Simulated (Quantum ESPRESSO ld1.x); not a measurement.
Q: The mean radii <r> (bohr) of the occupied orbitals of an atom or ion are listed with their occupations. Calculated with ld1.x of Quantum ESPRESSO 7.5: Dirac Kohn-Sham, PBE, spin-unpolarised, spherical densities, point nucleus.

| orbital | occ. | <r> |
|---|---|---|
| 1s1/2 | 2 | 0.03507 |
| 2s1/2 | 2 | 0.1466 |
| 2p1/2 | 2 | 0.1238 |
| 2p3/2 | 1 | 0.1279 |

Name the element and its charge. Open shells, if any, fill j = l - 1/2 first.

A: Z = 42, molybdenum, charge +35: Mo35+ in [He] 2s2 2p3. The 1s radius gives Z: for a bare nucleus <r> = (2 gamma + 1)/(2Z) with gamma = sqrt(1 - (Z/c)^2), 0.03457 bohr for Z = 42, and screening makes it slightly larger (0.03507 here). The occupations add up to 7, and the charge is Z minus that.
